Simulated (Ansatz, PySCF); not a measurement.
Complex: H2S (SMILES S) (first 3 atoms) with C3H6 (SMILES C=CC); geometry from B3LYP-D3(BJ)/def2-TZVP.
(charge 0, multiplicity 1):
```xyz
12

S      0.12225     0.46332     0.72927
H      0.65053     0.15305     1.92706
H      1.24510     0.13301     0.07201
C      1.16595     0.18775     4.52913
C      0.06787    -0.55154     4.41982
C     -1.30512    -0.02056     4.15990
H      1.13261     1.26805     4.44008
H      2.13406    -0.25820     4.71755
H      0.15175    -1.63081     4.51711
H     -1.98916    -0.29578     4.96750
H     -1.30342     1.06617     4.06655
H     -1.71909    -0.44487     3.24050
```

Basis-set superposition error: the interaction energy with monomers in their own basis, and in the dimer's basis (counterpoise).

The values were computed with Ansatz (Gaussian orbitals); PySCF for M06-2X. 

```tsv
level	uncorrected (kcal/mol)	counterpoise (kcal/mol)	difference
HF/aug-cc-pV(T+d)Z	0.66	0.73	0.07
BLYP/def2-TZVPPD	0.19	0.30	0.11
revPBE/def2-TZVPPD	0.15	0.26	0.11
M06-2X/def2-TZVPPD	-2.30	-2.21	0.09
CAM-B3LYP/def2-TZVPPD	-1.01	-0.91	0.10
wB97M-V/def2-TZVPPD	-2.28	-2.18	0.10
B2PLYP/def2-TZVPPD	-1.34	-1.10	0.25
SCS-MP2/aug-cc-pV(D+d)Z	-2.81	-1.41	1.40
SCS-MP2/aug-cc-pV(T+d)Z	-2.38	-1.77	0.61
CCSD(T)/aug-cc-pV(D+d)Z	-3.13	-1.69	1.44
```

The error is largest for CCSD(T)/aug-cc-pV(D+d)Z (1.44 kcal/mol) and smallest for HF/aug-cc-pV(T+d)Z (0.07 kcal/mol).

Ansatz is a program for electronic structure.
